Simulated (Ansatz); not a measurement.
`C[O][Ge]([F])([F])[O]C` and `C=C[CH2][Ge]([F])([O]C)[O]C` differ in one atom or group.

Ansatz, PBE0-D4/def2-TZVP geometries, multiplicity 1. Each molecule was computed in one conformer, which needn't be the lowest.

Scalar relativity is left out up to krypton.

```json
{"property": "HOMO energy (PBE0/def2-TZVPP) / eV", "`C[O][Ge]([F])([F])[O]C`": "-8.81"}
{"property": "HOMO energy (B3LYP/def2-TZVPP) / eV", "`C[O][Ge]([F])([F])[O]C`": "-8.57"}
{"property": "LUMO energy (ωB97M-V/def2-TZVPP) / eV", "`C[O][Ge]([F])([F])[O]C`": "1.50"}
{"property": "HOMO–LUMO gap (ωB97M-V/def2-TZVPP) / eV", "`C[O][Ge]([F])([F])[O]C`": "12.73"}
{"property": "HOMO–LUMO gap (B3LYP/def2-TZVPP) / eV", "`C[O][Ge]([F])([F])[O]C`": "7.69"}
{"property": "HOMO–LUMO gap (PBE0/def2-TZVPP) / eV", "`C[O][Ge]([F])([F])[O]C`": "8.31"}
```

Question: What does the change do to each property? (Best estimate.)

Answer: Ansatz gave: 
```json
{"property": "HOMO energy (PBE0/def2-TZVPP) / eV", "`C=C[CH2][Ge]([F])([O]C)[O]C`": "-7.48", "shift": "1.33"}
{"property": "HOMO energy (B3LYP/def2-TZVPP) / eV", "`C=C[CH2][Ge]([F])([O]C)[O]C`": "-7.26", "shift": "1.31"}
{"property": "LUMO energy (ωB97M-V/def2-TZVPP) / eV", "`C=C[CH2][Ge]([F])([O]C)[O]C`": "1.85", "shift": "0.35"}
{"property": "HOMO–LUMO gap (ωB97M-V/def2-TZVPP) / eV", "`C=C[CH2][Ge]([F])([O]C)[O]C`": "11.53", "shift": "-1.20"}
{"property": "HOMO–LUMO gap (B3LYP/def2-TZVPP) / eV", "`C=C[CH2][Ge]([F])([O]C)[O]C`": "6.82", "shift": "-0.87"}
{"property": "HOMO–LUMO gap (PBE0/def2-TZVPP) / eV", "`C=C[CH2][Ge]([F])([O]C)[O]C`": "7.29", "shift": "-1.02"}
```

With PBE0 the HOMO rises by 1.33 eV and the LUMO rises by 0.32 eV, so the gap narrows by about 1.01 eV. PBE moves the HOMO by 0.84 eV and ωB97M-V by 1.55 eV.

B3LYP here is the variant with VWN-RPA as its local correlation; programs differ in this.
